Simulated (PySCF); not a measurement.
**How methods differ on the ionisation energy of Kr**

Kr [Kr] (1S) → Kr⁺ [Ar] 3d10 4s2 4p5 (2P), as a difference of total energies. Calculation: PySCF 2.14, in aug-cc-pwCVDZ-PP with ECP10MDF; a scalar-relativistic core potential. Correlated levels: valence and next inner shell: nothing frozen outside the core potential. The calculations carry no spin-orbit coupling.

| method | ionisation energy (eV) |
| --- | --- |
| UHF | 13.137 |
| MP2 (valence and next inner shell) | 14.022 |
| SCS-MP2 (valence and next inner shell) | 13.917 |
| CCSD (valence and next inner shell) | 13.853 |
| CCSD(T) (valence and next inner shell) | 13.882 |

Errors of the correlated levels include the incompleteness of this basis.

**Question.** Which method comes closest to the reference value, and which is furthest?

**Answer.** The reference is 14.222 eV (measured; NIST levels, between the centres of gravity of the two terms). Closest: MP2 (valence and next inner shell) (error -0.200 eV); furthest: UHF (error -1.085 eV).
